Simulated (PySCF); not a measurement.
(2R)-1-silyloxypropan-2-ol (C₃H₁₀O₂Si), SMILES [C@H](CO[SiH3])(C)O. The structure is a stationary point at PBE-D3(BJ)/def2-SVP. Other conformers were not sampled.

Computed equilibrium geometry at PBE-D3(BJ)/def2-SVP (PySCF confirms it by a frequency run) as bond lengths and angles (one conformer of several):
Atoms: C1 C2 O3 C4 O5 Si6 H7 H8 H9 H10 H11 H12 H13 H14 H15 H16. Bonded distances (Å): C1–C2 1.532, C1–H7 1.107, C1–H8 1.110, C1–H9 1.109, C2–O3 1.419, C2–C4 1.533, C2–H10 1.113, O3–H11 0.979, C4–O5 1.429, C4–H12 1.115, C4–H13 1.116, O5–Si6 1.686, Si6–H14 1.507, Si6–H15 1.507, Si6–H16 1.498. Bond angles (°): C2–C1–H7 109.8, C2–C1–H8 111.7, C2–C1–H9 110.1, H7–C1–H8 108.7, H7–C1–H9 108.5, H8–C1–H9 108.1, C1–C2–O3 111.8, C1–C2–C4 112.3, C1–C2–H10 109.4, O3–C2–C4 109.1, O3–C2–H10 106.4, C4–C2–H10 107.6, C2–O3–H11 104.3, C2–C4–O5 107.2, C2–C4–H12 109.2, C2–C4–H13 111.0, O5–C4–H12 110.1, O5–C4–H13 111.0, H12–C4–H13 108.3, C4–O5–Si6 122.4, O5–Si6–H14 110.7, O5–Si6–H15 110.9, O5–Si6–H16 105.8, H14–Si6–H15 108.5, H14–Si6–H16 110.5, H15–Si6–H16 110.5.
Charge 0, spin multiplicity 1.
